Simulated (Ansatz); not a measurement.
Total energies of `[OH][SbH][OH]`.

| atom | x (Å) | y (Å) | z (Å) |
| --- | --- | --- | --- |
| O1 | 0.689 | 1.032 | 0.920 |
| Sb2 | 0.633 | -0.537 | -0.256 |
| O3 | -1.285 | -0.537 | -0.668 |
| H4 | 1.052 | 1.798 | 0.469 |
| H5 | 0.367 | -1.560 | 1.085 |
| H6 | -1.457 | -0.196 | -1.549 |

The species carries charge 0 and has multiplicity 1. Correlated methods include outer-core shells of Sb, which these sets cover unevenly. Sb: def2 effective core potential. The geometry is a stationary point of PBE0-D4/def2-TZVP. It is one conformer, not always the lowest. Basis def2-TZVPP, the Gaussian-basis code of Ansatz.

RPA on PBE orbitals: Hartree–Fock energy of these orbitals -390.76799 Eh, correlation -1.23807 Eh (frozen core).

```json
{"functional": "LDA (SPW92)", "energy without D4 (Eh)": "-391.14348", "D4 term (kJ/mol)": "–"}
{"functional": "PBE", "energy without D4 (Eh)": "-392.43739", "D4 term (kJ/mol)": "-9.4"}
{"functional": "revPBE", "energy without D4 (Eh)": "-392.59835", "D4 term (kJ/mol)": "-27.9"}
{"functional": "BLYP", "energy without D4 (Eh)": "-392.53007", "D4 term (kJ/mol)": "-20.9"}
{"functional": "r2SCAN", "energy without D4 (Eh)": "-392.61982", "D4 term (kJ/mol)": "-2.1"}
{"functional": "B97M-V", "energy without D4 (Eh)": "-392.55264", "D4 term (kJ/mol)": "–"}
{"functional": "PBE0", "energy without D4 (Eh)": "-392.44098", "D4 term (kJ/mol)": "-7.8"}
{"functional": "B3LYP", "energy without D4 (Eh)": "-392.68377", "D4 term (kJ/mol)": "-15.4"}
{"functional": "r2SCANh", "energy without D4 (Eh)": "-392.59519", "D4 term (kJ/mol)": "-2.2"}
{"functional": "r2SCAN0", "energy without D4 (Eh)": "-392.55943", "D4 term (kJ/mol)": "-2.5"}
{"functional": "HSE06 (plane-wave form)", "energy without D4 (Eh)": "-392.43243", "D4 term (kJ/mol)": "-7.3"}
{"functional": "BHLYP", "energy without D4 (Eh)": "-392.45178", "D4 term (kJ/mol)": "-12.3"}
{"functional": "CAM-B3LYP", "energy without D4 (Eh)": "-392.54130", "D4 term (kJ/mol)": "-7.9"}
{"functional": "LC-ωPBE", "energy without D4 (Eh)": "-392.54350", "D4 term (kJ/mol)": "–"}
{"functional": "ωB97X-V", "energy without D4 (Eh)": "-392.52552", "D4 term (kJ/mol)": "–"}
{"functional": "ωB97M-V", "energy without D4 (Eh)": "-392.51072", "D4 term (kJ/mol)": "–"}
{"functional": "B2PLYP", "energy without D4 (Eh)": "-392.29409", "D4 term (kJ/mol)": "–"}
{"functional": "PBE-QIDH", "energy without D4 (Eh)": "-392.22082", "D4 term (kJ/mol)": "–"}
```

B3LYP takes the VWN-RPA correlation (the form of Gaussian; ORCA's B3LYP/G). HSE06 is the plane-wave form, built on full-range PBE exchange. The double hybrids freeze the cores in their second-order part.

LC-ωPBE has ω = 0.4 bohr⁻¹.
